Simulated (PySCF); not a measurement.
Vertical excitations of a molecule CH₇AlO₂Si from TDA-PBE/def2-SVPD run with PySCF, as energy in eV (oscillator strength): 5.25 (0.001), 5.47 (0.012), 5.52 (0.000), 5.72 (0.064), 6.10 (0.129), 6.12 (0.030), 6.25 (0.013), 6.27 (0.043), 6.58 (0.142), 6.60 (0.027). Lowest triplet (TDA): 4.87 eV. Geometry optimised at B3LYP-D3(BJ)/def2-SVP. Other conformers were not sampled.

Task: Which molecule gave these data?
(A) [CH3][Al]([OH])[O][SiH3]
(B) C[O][AlH][O][SiH3]
(C) C[SiH2][Al]([OH])[OH]
(D) C[O][Al]([OH])[SiH3]

Result: D, C[O][Al]([OH])[SiH3]
